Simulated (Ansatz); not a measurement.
[Cu(NH3)2]+ (CuN2H6⁺): single points at one geometry.

```yaml
crystal:
  periodic: [false, false, false]
  atoms:
    - {symbol: Cu, position_ang: [0.000008, -0.000004, -0.000001]}
    - {symbol: N, position_ang: [-0.003651, -0.014214, 1.923649]}
    - {symbol: H, position_ang: [-0.420314, 0.827993, 2.313844]}
    - {symbol: H, position_ang: [0.935428, -0.079390, 2.309727]}
    - {symbol: H, position_ang: [-0.528264, -0.799764, 2.301622]}
    - {symbol: N, position_ang: [0.003651, 0.014211, -1.923646]}
    - {symbol: H, position_ang: [-0.937497, 0.018215, -2.310164]}
    - {symbol: H, position_ang: [0.474319, -0.799195, -2.313537]}
    - {symbol: H, position_ang: [0.476309, 0.832137, -2.301483]}
basis:
  gaussian: {orbitals: 6-31G}
total_charge: 1
hamiltonian: {xc: hf}
scf: {omitted_lower_state_checks: [starts]}
output: {orbitals: {seedname: orbitals}}
```

The file start.molden holds the orbitals of an earlier run on this structure, at another level or in another basis.

```sh
$ ansatz run in.yaml --threads 2 --pin off --events-out ev --progress --plain --max-ram 4352MiB
```

Output, abridged:

```
Functional definition: HF
739 factors; integrals over basis functions are off by at most 2.4e-4 eV
mean field evaluation 1: about -47630.9633 eV, gradient 9.9e1 eV
mean field evaluation 2: about -47630.9698 eV, gradient 9.9e1 eV
mean field evaluation 4: about -47643.0613 eV, gradient 1.1e1 eV
mean field evaluation 8: about -47643.3718 eV, gradient 2.5e-1 eV
mean field -47643.37655769 eV, -1750.8617946547 hartree, gradient 6.1e-6 eV, S^2 0.000000; 0 other end points of the search recorded, 0 dependent functions left out
reference -47643.37655769 eV, -1750.8617946547 hartree; 24, 24 occupied and 35, 35 virtual orbitals, 739 factors
Total energy: -47643.37655769 eV, -1750.8617946547 hartree
Checks for a lower state left out: starts
```

It took 0.95 s on 2 threads of Intel Xeon Platinum 8259CL on a shared host.

First input, but with `gaussian: {orbitals: def2-TZVP, initial_orbitals: start.molden}`, `hamiltonian: {xc: {name: r2SCAN0}, dispersion: d4}` (abridged; 6 s):

```
Functional definition: r2SCAN0
mean field -47712.52155124 eV, -1753.4028262992 hartree, gradient 1.2e-5 eV, S^2 0.000000
Total energy: -47712.54945458 eV, -1753.4038517283 hartree
Checks for a lower state left out: starts
```

As the first input, with `gaussian: {orbitals: def2-TZVP, initial_orbitals: start.molden}`, `correlation: {method: mp2, frozen_orbitals: {Cu: 9, H: 0, "N": 1}}` and without the key `hamiltonian` (abridged; 3 s):

```
Functional definition: HF
mean field -47653.87254396 eV, -1751.2475150354 hartree, gradient 3.3e-6 eV, S^2 0.000000
11 core orbitals not correlated: weight in the atoms' cores, before any rotation towards them, 1.000 or more for the frozen orbitals, at most 0.000 for the correlated occupied ones
second order -24.07406107 eV of doubles, -0.00000000 eV of singles
Total energy: -47677.94660502 eV, -1752.1322204617 hartree
Checks for a lower state left out: starts
```

First input, but with `gaussian: {orbitals: def2-TZVP, initial_orbitals: start.molden}`, `hamiltonian: {xc: pbe}`, `correlation: {method: rpa, frozen_orbitals: {Cu: 9, H: 0, "N": 1}}` and without the key `output` (abridged; 5.5 s):

```
Functional definition: PBE
mean field -47706.06669877 eV, -1753.1656148465 hartree, gradient 1.2e-6 eV, S^2 0.000000
11 core orbitals not correlated: weight in the atoms' cores, before any rotation towards them, 1.000 or more for the frozen orbitals, at most 0.000 for the correlated occupied ones
Total energy: -47686.08509617 eV, -1752.4313044948 hartree
Checks for a lower state left out: starts
```

As the first input, with `gaussian: {orbitals: def2-TZVP, initial_orbitals: start.molden}`, `hamiltonian: {xc: {name: revPBE}, dispersion: d4}` (abridged; 2.8 s):

```
Functional definition: revPBE
mean field -47712.86864690 eV, -1753.4155818296 hartree, gradient 1.4e-5 eV, S^2 0.000000
Total energy: -47713.18474934 eV, -1753.4271983799 hartree
Checks for a lower state left out: starts
```

The first input with `gaussian: {orbitals: def2-TZVP, initial_orbitals: start.molden}`, `hamiltonian: {xc: {name: LC-wPBE}}` (abridged; 3.5 s):

```
Functional definition: LC-wPBE
mean field -47709.25820486 eV, -1753.2829005319 hartree, gradient 9.9e-6 eV, S^2 0.000000
Total energy: -47709.25820487 eV, -1753.2829005321 hartree
Checks for a lower state left out: starts
```

First input, but with `gaussian: {orbitals: def2-SVP, initial_orbitals: start.molden}`, `hamiltonian: {xc: pbe, dispersion: d4}` (abridged; 2.2 s):

```
Functional definition: PBE
mean field -47695.65271885 eV, -1752.7829081431 hartree, gradient 1.9e-5 eV, S^2 0.000000
Total energy: -47695.75073156 eV, -1752.7865100440 hartree
Checks for a lower state left out: starts
```

Geometry: PBE0-D4/def2-TZVP.

The 6-31G sets use Cartesian d functions. LC-ωPBE has ω = 0.4 bohr⁻¹. Correlated methods freeze 11 core orbitals.
